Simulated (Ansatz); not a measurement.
A basis-limit estimate, worked out

An elementary step of Si3H8S, singlet (Si₃H₈S ([SiH3][SiH]([SiH3])[SH]) → Si₂H₄S ([SiH3][SiH][S]) + SiH₄; bonds formed: Si2–H4; bonds broken: Si1–Si2, S3–H4). “Start” is the structure reached by relaxing down from the saddle towards the reactants; PBE0-D4/def2-TZVP structures. The saddle:

```xyz
12
angstrom
Si -0.3156 -0.2962 -1.1373
Si 1.1766 1.3004 0.2497
S 0.9496 -1.4154 -2.2730
H 1.2723 0.0366 -1.0535
H -1.0956 0.8280 -1.7337
Si -1.3288 -1.1794 0.7866
H 0.0399 2.2070 0.5638
H 2.2762 2.0627 -0.3927
H 1.6556 0.5981 1.4641
H -1.9320 -0.1091 1.6259
H -0.3038 -1.9181 1.5648
H -2.3942 -2.1146 0.3354
```

Program: Ansatz 0.2.0. Basis: def2-TZVPP and def2-QZVPP. Cores are frozen in the correlated methods.

Energies in eV:

| quantity | saddle | start |
| --- | --- | --- |
| Hartree–Fock, triple zeta (X = 3) | -34529.76478 | -34532.66292 |
| Hartree–Fock, quadruple zeta (X = 4) | -34530.81281 | -34533.69779 |
| MP2 correlation, X = 3 | -15.89847 | -15.24195 |
| MP2 correlation, X = 4 | -17.12760 | -16.44220 |
| CCSD(T) correlation, X = 3 | -18.67479 | -18.10922 |

(1) Work out the barrier at the basis limit: extrapolate Hartree–Fock as E(X) = E∞ + A exp(−7.88 √X) and the MP2 correlation as E(X) = E∞ + B X^−2.97 (the exponents that Neese and Valeev fitted for def2-TZVPP and QZVPP), then add CCSD(T) − MP2 in triple zeta.

The T1 diagnostic stays at or below 0.018.

Answers

(1) Each step is linear, so take the differences first (saddle − start): Hartree–Fock 2.89814 (X = 3) and 2.88498 (X = 4); MP2 correlation -0.65652 and -0.68540; CCSD(T) correlation -0.56557.
Two points give E∞ = E(4) + w [E(4) − E(3)], with w = 1/(exp(7.88 (2 − √3)) − 1) = 0.1377 for Hartree–Fock and w = 1/((4/3)^2.97 − 1) = 0.7407 for the correlation.
Hartree–Fock: 2.88498 + 0.1377 × (-0.01316) = 2.8832 eV.
MP2 correlation: -0.68540 + 0.7407 × (-0.02888) = -0.7068 eV.
CCSD(T) − MP2: -0.56557 − (-0.65652) = 0.0909 eV.
Sum: 2.8832 + (-0.7068) + 0.0909 = 2.2673 eV, or 52.29 kcal/mol. Plain CCSD(T) in triple zeta gives 2.3326 eV, so the larger basis shifts the result by -0.0653 eV.

Labels in which every atom is bracketed show which atoms are joined, not bond orders.

For scale, one of the runs: CCSD(T)/def2-TZVPP, 280 basis functions, launched by `ansatz run in.yaml --threads 4 --pin off --events-out ev --progress --plain --max-ram 9574MiB`. Time: 2.4 min of wall clock on 4 CPU threads of an Intel Xeon; the host was shared. Peak host memory: 6.8 GiB.
